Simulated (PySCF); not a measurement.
Vertical excitations of a molecule C4H5FO from TDA-M06-2X/def2-SVPD in PySCF, as energy in eV (oscillator strength): 3.94 (0.000), 7.42 (0.027), 7.53 (0.023), 7.70 (0.006), 8.04 (0.007), 8.27 (0.003), 8.52 (0.009), 8.66 (0.014), 9.03 (0.035), 9.26 (0.045). Lowest triplet (TDA): 3.49 eV. Coordinates come from a ωB97X-D3(BJ)/def2-SVP optimisation. The values are those of a single conformer.

**Question.** Identify the compound among the candidates.
(A) C[C@H]1C=C(F)O1
(B) CC1=C(F)CO1
(C) O=C1CC[C@@H]1F
(D) C=C(F)CC=O

**Answer.** C, O=C1CC[C@@H]1F
